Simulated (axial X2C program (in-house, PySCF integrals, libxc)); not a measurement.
**CdH along the bond: HF, 2c**

All values were computed with an in-house all-electron X2C program for linear molecules (integrals from PySCF). Two-component (2c) means X2C with spin–orbit coupling and atomic mean-field two-electron Coulomb and Gaunt terms. Basis: Cd dyall-cv3z [12s12p8d5f3g], H dyall-v3z [6s2p1d] (cores contracted in-house); Gaussian nuclei, density fitting, unrestricted open shells. Masses: Cd 113.903 u, H 1.008 u.

State: Ω = 1/2 (⟨Sz⟩ = 0.50, ⟨Lz⟩ = 0.00 at HF). Dipoles are positive if H is the positive end.

```csv
R (Å),μ (D),HOMO (eV),LUMO (eV)
1.541,-0.324,-7.21,0.69
1.612,-0.515,-7.28,0.63
1.665,-0.661,-7.34,0.58
1.718,-0.807,-7.39,0.53
1.771,-0.950,-7.45,0.48
1.833,-1.108,-7.53,0.42
1.895,-1.249,-7.60,0.37
1.975,-1.391,-7.69,0.31
2.072,-1.478,-7.80,0.25
2.214,-1.406,-7.89,0.22
```

(1) The minimum lies at 1.781 Å. What is the dipole moment there, and its slope?

One determinant describes the state; a PBE0 search over occupations chose it and may have missed a lower one.

## Answers

(1) At HF, 2c, with the sign and origin stated: μ = -0.98 D, dμ/dR = -2.61 D/Å.
